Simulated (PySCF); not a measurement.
Vertical excitation energies

PPAsAs tetrahedron, As2P2.
Z-matrix (Å and degrees, PBE0-D3(BJ)/def2-SVP geometry), rows numbered from 1:
```
P 
P   1  2.2158
As  2  2.3228  1   61.53
As  2  2.3229  1   61.55  3   -72.68
```

Method used: TDDFT wB97X-D/def2-SVPD, vertical, gas phase, core orbitals frozen in the response (PySCF). The wB97X-D/def2-SVPD calculation is non-relativistic and has no spin–orbit coupling, an omission that weighs most on arsenic.

Q: What does the calculation give for the low-lying excited states?

A: 

```tsv
state	E (eV)	E (hartree)	f	symmetry	main configurations (H = HOMO, L = LUMO)
S1	4.70	0.1726	0.0007	–	H→L (74%), H-1→L+1 (16%)
S2	4.80	0.1765	0.0002	–	H→L+1 (53%), H-1→L (34%)
S3	4.84	0.1777	0.0000	–	H-1→L+2 (88%)
S4	5.11	0.1878	0.0071	B1 or B2	H-1→L+1 (36%), H-1→L+3 (22%), H-1→L+4 (13%)
S5	5.11	0.1878	0.0077	B1 or B2	H-1→L+1 (24%), H-1→L+3 (15%), H→L (14%)
S6	5.12	0.1880	0.0001	–	H→L+4 (52%), H→L+3 (34%)
S7	5.25	0.1930	0.0067	A1	H→L+2 (37%), H-1→L+4 (30%), H-1→L+3 (21%)
S8	5.29	0.1945	0.011	B1 or B2	H→L+3 (36%), H→L+4 (27%), H-1→L+5 (19%)
S9	5.44	0.1999	0.0020	–	H-1→L (21%), H-1→L+3 (16%), H→L+1 (14%)
S10	5.47	0.2011	0.015	A1	H→L+2 (34%), H-2→L+1 (21%), H-1→L+4 (21%)
```

Triplets, Tamm–Dancoff:

```json
{"state": "T1", "E (eV)": "4.01", "λ (nm)": "309.4", "main configurations (H = HOMO, L = LUMO)": "H-1→L (72%)"}
{"state": "T2", "E (eV)": "4.21", "λ (nm)": "294.8", "main configurations (H = HOMO, L = LUMO)": "H→L+2 (70%), H-2→L+1 (11%)"}
{"state": "T3", "E (eV)": "4.32", "λ (nm)": "286.8", "main configurations (H = HOMO, L = LUMO)": "H→L (37%), H-1→L+1 (27%), H→L+3 (9%)"}
{"state": "T4", "E (eV)": "4.41", "λ (nm)": "281.2", "main configurations (H = HOMO, L = LUMO)": "H→L+1 (60%), H-2→L+2 (13%), H-1→L (12%)"}
```

The lowest singlet lies at 4.70 eV (264 nm, ultraviolet) and is very weak; its leading configuration is HOMO→LUMO (74%). The strongest level in the table is S10 at 5.47 eV (227 nm, f = 0.015). It is the last of those listed, so stronger ones may follow. S4/S5/S6 lie within about 0.01 eV of each other. Löwdin shares by element: HOMO (one of a set within 0.03 eV) arsenic 50%, phosphorus 50%; LUMO arsenic 96%. Of the 10 states listed, 2 reach f = 0.01 and 3 stay under 0.0005. Orbital energies (eV): HOMO-3 -9.94, HOMO-2 -9.63, HOMO-1 -8.96, HOMO -8.95, LUMO 0.50, LUMO+1 0.71, LUMO+2 0.72. Weighted by f, the mean energy of these states is 5.28 eV. Symmetry labels in C2v follow from the direction of the transition dipole and are given only for states with f of 0.002 or more; B1 and B2 swap with the choice of axes. The window holds the lowest 10 singlets.
